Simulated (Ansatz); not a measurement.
## Nudged elastic band run: F₂Ge₂H₆O

Input:

```yaml
crystal:
  periodic: [false, false, false]
  atoms:
    - { symbol: Ge, position_ang: [-0.220684, -2.6e-05, -0.012999] }
    - { symbol: H, position_ang: [-0.386185, 0.477558, 1.437871] }
    - { symbol: F, position_ang: [1.506742, -0.217812, -0.285543] }
    - { symbol: F, position_ang: [-0.512952, 1.429188, -0.971744] }
    - { symbol: Ge, position_ang: [-1.463838, -1.837521, -0.968692] }
    - { symbol: H, position_ang: [-2.287405, -2.502787, 0.144216] }
    - { symbol: H, position_ang: [-2.402679, -1.306924, -2.066916] }
    - { symbol: H, position_ang: [-0.465325, -2.835972, -1.569404] }
    - { symbol: O, position_ang: [0.700691, -2.225701, 1.242237] }
    - { symbol: H, position_ang: [1.496958, -1.898013, 0.797661] }
    - { symbol: H, position_ang: [0.869677, -2.086389, 2.180414] }
basis:
  gaussian: { orbitals: def2-SVP }
hamiltonian:
  xc: pbe0
neb:
  order_check: false
  images: 5
  f_tol: 0.05
  max_iterations: 60
  final_atoms:
    - { symbol: Ge, position_ang: [0.32627001, -0.51853898, -0.68974788] }
    - { symbol: H, position_ang: [-0.47667823, -1.70140227, 3.52649477] }
    - { symbol: F, position_ang: [1.51023632, -0.48948573, -1.95885628] }
    - { symbol: F, position_ang: [-0.0753106, 1.16177931, -0.52223743] }
    - { symbol: Ge, position_ang: [-1.57305356, -1.90920553, -1.20524626] }
    - { symbol: H, position_ang: [-2.54338275, -1.84493568, -0.02076612] }
    - { symbol: H, position_ang: [-2.22252641, -1.35651139, -2.47885661] }
    - { symbol: H, position_ang: [-1.06527394, -3.33828671, -1.42628131] }
    - { symbol: O, position_ang: [1.14613426, -1.01047144, 0.78538639] }
    - { symbol: H, position_ang: [1.88365384, -0.43428926, 1.0241332] }
    - { symbol: H, position_ang: [-0.07506894, -1.56305131, 2.89307853] }
  initial_path:
    images:
      - { positions_ang: [[-0.220684, -2.6e-05, -0.012999], [-0.386185, 0.477558, 1.437871], [1.506742, -0.217812, -0.285543], [-0.512952, 1.429188, -0.971744], [-1.463838, -1.837521, -0.968692], [-2.287405, -2.502787, 0.144216], [-2.402679, -1.306924, -2.066916], [-0.465325, -2.835972, -1.569404], [0.700691, -2.225701, 1.242237], [1.496958, -1.898013, 0.797661], [0.869677, -2.086389, 2.180414]] }
      - { positions_ang: [[-0.12276427, -0.00677627, -0.00634444], [-0.25655042, 0.3151044, 1.59379157], [1.5624238, -0.18600075, -0.35467835], [-0.54513594, 1.41755766, -0.84313756], [-1.35837717, -1.86120394, -0.92166361], [-2.16892887, -2.52573102, 0.20718115], [-2.31559819, -1.35132899, -2.01819809], [-0.36317967, -2.86934053, -1.52469007], [0.70173426, -2.10658663, 1.05938807], [1.00900551, -2.12346555, 0.67375998], [0.69237095, -1.70662737, 2.06169236]] }
      - { positions_ang: [[-0.02484454, -0.01352653, 0.00031012], [-0.12691583, 0.15265081, 1.74971213], [1.6181056, -0.15418951, -0.42381369], [-0.57731988, 1.40592732, -0.71453113], [-1.25291635, -1.88488688, -0.87463522], [-2.05045274, -2.54867504, 0.2701463], [-2.22851738, -1.39573398, -1.96948019], [-0.26103434, -2.90270907, -1.47997614], [0.70277753, -1.98747227, 0.87653914], [0.52105303, -2.3489181, 0.54985896], [0.5150649, -1.32686575, 1.94297072]] }
      - { positions_ang: [[0.07307519, -0.0202768, 0.00696467], [0.00271875, -0.00980279, 1.9056327], [1.6737874, -0.12237826, -0.49294904], [-0.60950382, 1.39429697, -0.58592469], [-1.14745552, -1.90856982, -0.82760682], [-1.93197661, -2.57161906, 0.33311145], [-2.14143657, -1.44013897, -1.92076228], [-0.15888901, -2.9360776, -1.43526221], [0.70382079, -1.8683579, 0.69369021], [0.03310054, -2.57437066, 0.42595794], [0.33775885, -0.94710412, 1.82424908]] }
      - { positions_ang: [[0.15747347, -0.18636419, -0.22527284], [-0.15708024, -0.57366928, 2.44592005], [1.61927038, -0.24474742, -0.98158478], [-0.43143941, 1.31679109, -0.56469561], [-1.28932153, -1.90878172, -0.95348664], [-2.13577866, -2.32939127, 0.21515226], [-2.16846652, -1.41226311, -2.10679372], [-0.46101732, -3.0701473, -1.43226858], [0.85125861, -1.58239575, 0.72425561], [0.64995164, -1.86101019, 0.62534969], [0.20014959, -1.15241985, 2.18052556]] }
      - { positions_ang: [[0.24187174, -0.35245159, -0.45751036], [-0.31687924, -1.13753578, 2.98620741], [1.56475335, -0.36711657, -1.47022053], [-0.25337501, 1.2392852, -0.54346652], [-1.43118755, -1.90899363, -1.07936645], [-2.3395807, -2.08716347, 0.09719307], [-2.19549647, -1.38438725, -2.29282517], [-0.76314563, -3.20421701, -1.42927494], [0.99869644, -1.29643359, 0.754821], [1.26680274, -1.14764972, 0.82474144], [0.06254032, -1.35773558, 2.53680204]] }
      - { positions_ang: [[0.32627001, -0.51853898, -0.68974788], [-0.47667823, -1.70140227, 3.52649477], [1.51023632, -0.48948573, -1.95885628], [-0.0753106, 1.16177931, -0.52223743], [-1.57305356, -1.90920553, -1.20524626], [-2.54338275, -1.84493568, -0.02076612], [-2.22252641, -1.35651139, -2.47885661], [-1.06527394, -3.33828671, -1.42628131], [1.14613426, -1.01047144, 0.78538639], [1.88365384, -0.43428926, 1.0241332], [-0.07506894, -1.56305131, 2.89307853]] }
```

Run as:

```bash
$ ansatz run input.yaml --threads 4 --pin off --max-ram 5120MiB --backend cpu --events-out ev --progress --plain --runs-dir out
```

Output, in part (warnings, iteration lines, the closing report on the highest movable image, with atoms numbered from 0):

```
NEB end point (image 0): max|allowed force component| = 2.741e-2 eV/Å (the criterion of neb.relax_end_points is 1.000e-2)
NEB end point (image 6): max|allowed force component| = 2.333e-2 eV/Å (the criterion of neb.relax_end_points is 1.000e-2)
NEB iter   1: max|band force component| = 6.385e2 eV/Å  barrier→ = 93.2851 eV  barrier← = 93.1754 eV  Δτ_max = 0.2000 Å  (192 SCF iters)
NEB iter   2: max|band force component| = 1.363e2 eV/Å  barrier→ = 22.9867 eV  barrier← = 22.8770 eV  Δτ_max = 0.2000 Å  (169 SCF iters)
NEB iter   3: max|band force component| = 8.875e1 eV/Å  barrier→ = 14.8416 eV  barrier← = 14.7319 eV  Δτ_max = 0.2000 Å  (156 SCF iters)
NEB iter   4: max|band force component| = 4.284e1 eV/Å  barrier→ = 6.1008 eV  barrier← = 5.9911 eV  Δτ_max = 0.2000 Å  (155 SCF iters)
NEB iter   5: max|band force component| = 2.162e1 eV/Å  barrier→ = 2.6241 eV  barrier← = 2.5144 eV  Δτ_max = 0.2000 Å  (149 SCF iters)
NEB iter   6: max|band force component| = 1.001e1 eV/Å  barrier→ = 1.8620 eV  barrier← = 1.7522 eV  Δτ_max = 0.2000 Å  (143 SCF iters)
NEB iter   7: max|band force component| = 4.056e0 eV/Å  barrier→ = 1.8470 eV  barrier← = 1.7372 eV  Δτ_max = 0.2000 Å  (142 SCF iters)
NEB iter   8: max|band force component| = 2.343e0 eV/Å  barrier→ = 1.8214 eV  barrier← = 1.7116 eV  Δτ_max = 0.1994 Å  (145 SCF iters)
NEB iter   9: max|band force component| = 1.488e0 eV/Å  barrier→ = 1.5888 eV  barrier← = 1.4791 eV  Δτ_max = 0.2000 Å  (149 SCF iters)
NEB iter  10: max|band force component| = 1.068e0 eV/Å  barrier→ = 1.2717 eV  barrier← = 1.1620 eV  Δτ_max = 0.1965 Å  (138 SCF iters)
NEB iter  11: max|band force component| = 7.899e-1 eV/Å  barrier→ = 1.1609 eV  barrier← = 1.0511 eV  Δτ_max = 0.1996 Å  (141 SCF iters)
NEB iter  12: max|band force component| = 8.537e-1 eV/Å  barrier→ = 1.1173 eV  barrier← = 1.0075 eV  CI = image 2  Δτ_max = 0.2000 Å  (134 SCF iters)
NEB iter  13: max|band force component| = 1.716e0 eV/Å  barrier→ = 1.6570 eV  barrier← = 1.5472 eV  CI = image 2  Δτ_max = 0.1003 Å  (146 SCF iters)
NEB iter  14: max|band force component| = 1.838e0 eV/Å  barrier→ = 1.6378 eV  barrier← = 1.5280 eV  CI = image 2  Δτ_max = 0.2000 Å  (140 SCF iters)
NEB iter  15: max|band force component| = 2.080e0 eV/Å  barrier→ = 1.6757 eV  barrier← = 1.5660 eV  CI = image 2  Δτ_max = 0.2000 Å  (143 SCF iters)
NEB iter  16: max|band force component| = 2.100e0 eV/Å  barrier→ = 1.8278 eV  barrier← = 1.7180 eV  CI = image 2  Δτ_max = 0.2000 Å  (147 SCF iters)
NEB iter  17: max|band force component| = 1.593e0 eV/Å  barrier→ = 2.0631 eV  barrier← = 1.9534 eV  CI = image 2  Δτ_max = 0.2000 Å  (136 SCF iters)
NEB iter  18: max|band force component| = 1.334e0 eV/Å  barrier→ = 2.3484 eV  barrier← = 2.2386 eV  CI = image 2  Δτ_max = 0.1987 Å  (140 SCF iters)
NEB iter  19: max|band force component| = 1.086e0 eV/Å  barrier→ = 2.3408 eV  barrier← = 2.2310 eV  CI = image 2  Δτ_max = 0.2000 Å  (145 SCF iters)
NEB iter  20: max|band force component| = 1.834e0 eV/Å  barrier→ = 2.0532 eV  barrier← = 1.9434 eV  CI = image 2  Δτ_max = 0.1020 Å  (146 SCF iters)
NEB iter  21: max|band force component| = 1.857e0 eV/Å  barrier→ = 1.9003 eV  barrier← = 1.7906 eV  CI = image 2  Δτ_max = 0.1983 Å  (137 SCF iters)
NEB iter  22: max|band force component| = 1.688e0 eV/Å  barrier→ = 1.6410 eV  barrier← = 1.5313 eV  CI = image 2  Δτ_max = 0.1956 Å  (135 SCF iters)
NEB iter  23: max|band force component| = 1.323e0 eV/Å  barrier→ = 1.7228 eV  barrier← = 1.6131 eV  CI = image 2  Δτ_max = 0.1918 Å  (135 SCF iters)
NEB iter  24: max|band force component| = 1.115e0 eV/Å  barrier→ = 1.8116 eV  barrier← = 1.7018 eV  CI = image 2  Δτ_max = 0.1988 Å  (140 SCF iters)
NEB iter  25: max|band force component| = 6.957e-1 eV/Å  barrier→ = 1.8907 eV  barrier← = 1.7810 eV  CI = image 2  Δτ_max = 0.1984 Å  (140 SCF iters)
NEB iter  26: max|band force component| = 6.558e-1 eV/Å  barrier→ = 1.9719 eV  barrier← = 1.8621 eV  CI = image 2  Δτ_max = 0.1978 Å  (137 SCF iters)
NEB iter  27: max|band force component| = 4.371e-1 eV/Å  barrier→ = 1.8643 eV  barrier← = 1.7546 eV  CI = image 2  Δτ_max = 0.1986 Å  (138 SCF iters)
NEB iter  28: max|band force component| = 2.584e-1 eV/Å  barrier→ = 1.8738 eV  barrier← = 1.7641 eV  CI = image 2  Δτ_max = 0.0666 Å  (138 SCF iters)
NEB iter  29: max|band force component| = 2.192e-1 eV/Å  barrier→ = 1.8681 eV  barrier← = 1.7584 eV  CI = image 2  Δτ_max = 0.1240 Å  (139 SCF iters)
NEB iter  30: max|band force component| = 1.824e-1 eV/Å  barrier→ = 1.8660 eV  barrier← = 1.7562 eV  CI = image 2  Δτ_max = 0.0408 Å  (135 SCF iters)
NEB iter  31: max|band force component| = 1.107e-1 eV/Å  barrier→ = 1.8634 eV  barrier← = 1.7537 eV  CI = image 2  Δτ_max = 0.0582 Å  (139 SCF iters)
NEB iter  32: max|band force component| = 1.012e-1 eV/Å  barrier→ = 1.8614 eV  barrier← = 1.7516 eV  CI = image 2  Δτ_max = 0.0698 Å  (139 SCF iters)
NEB iter  33: max|band force component| = 1.014e-1 eV/Å  barrier→ = 1.8590 eV  barrier← = 1.7492 eV  CI = image 2  Δτ_max = 0.0520 Å  (140 SCF iters)
NEB iter  34: max|band force component| = 6.136e-2 eV/Å  barrier→ = 1.8566 eV  barrier← = 1.7468 eV  CI = image 2  Δτ_max = 0.0606 Å  (137 SCF iters)
NEB iter  35: max|band force component| = 1.224e-1 eV/Å  barrier→ = 1.8553 eV  barrier← = 1.7456 eV  CI = image 2  Δτ_max = 0.0304 Å  (135 SCF iters)
NEB iter  36: max|band force component| = 6.420e-2 eV/Å  barrier→ = 1.8533 eV  barrier← = 1.7436 eV  CI = image 2  Δτ_max = 0.0377 Å  (136 SCF iters)
NEB iter  37: max|band force component| = 5.395e-2 eV/Å  barrier→ = 1.8530 eV  barrier← = 1.7432 eV  CI = image 2  Δτ_max = 0.0305 Å  (141 SCF iters)
NEB iter  38: max|band force component| = 5.276e-2 eV/Å  barrier→ = 1.8525 eV  barrier← = 1.7427 eV  CI = image 2  Δτ_max = 0.0342 Å  (137 SCF iters)
NEB iter  39: max|band force component| = 4.515e-2 eV/Å  barrier→ = 1.8518 eV  barrier← = 1.7421 eV  CI = image 2  Δτ_max = 0.0000 Å  (274 SCF iters)
Total energy: -120573.59922165 eV, -4430.9980436749 hartree
Atom 0 at     0.050180    -0.542460     0.040529 Å, force     0.011789    -0.001448     0.013683 eV/Å
Atom 1 at    -0.693834    -0.834993     1.715809 Å, force     0.005247    -0.005056     0.006202 eV/Å
Atom 2 at     1.306282    -0.576395    -1.195373 Å, force     0.005492     0.002798    -0.005947 eV/Å
Atom 3 at    -0.152566     1.170362     0.184980 Å, force    -0.001037    -0.002692     0.004259 eV/Å
Atom 4 at    -1.612105    -1.850439    -1.147666 Å, force    -0.000038     0.006011     0.004337 eV/Å
Atom 5 at    -2.892879    -1.945177    -0.306365 Å, force    -0.003726     0.001978    -0.004378 eV/Å
Atom 6 at    -1.882672    -1.183109    -2.502794 Å, force     0.004985    -0.003887    -0.000180 eV/Å
Atom 7 at    -1.017864    -3.251928    -1.363674 Å, force    -0.000328    -0.004202     0.005800 eV/Å
Atom 8 at     1.343671    -1.100018     1.362789 Å, force     0.017169     0.021399    -0.044124 eV/Å
Atom 9 at     2.069571    -1.726038     1.217388 Å, force     0.000936    -0.007841     0.001928 eV/Å
Atom 10 at     0.317216    -1.164203     1.921479 Å, force    -0.040489    -0.007059     0.018421 eV/Å
Dipole moment:    -0.048768    -0.773760     0.210014 e Å
```

The run converged. Neighbouring images differ by up to 1.6 eV, so the band resolves the path poorly. A vibrational analysis at the climbing image gives one clearly imaginary mode, 1367i cm⁻¹: a first-order saddle point. The orbitals stay closed-shell, which can raise the energy where a bond breaks towards radicals; this wasn't checked here.

Final band (atoms are numbered from 1 in the order of the input):

```
image  path coordinate (Å)  energy (kJ/mol)  Ge1–H2 (Å)  O9–H11 (Å)  Ge1–O9 (Å)
    0                 0.00              0.0        1.54        0.96        2.72
    1                 1.88             22.5        1.54        0.96        2.59
    2                 3.77            178.7        1.86        1.17        1.93
    3                 4.79             40.7        2.55        1.91        1.77
    4                 5.82             14.3        3.33        2.45        1.76
    5                 6.84             11.2        4.06        2.53        1.76
    6                 7.87             10.6        4.45        2.50        1.76
```

Run time: 8 min on 4 threads of Arm Neoverse V2 (shared host), peak memory 0.44 GiB.
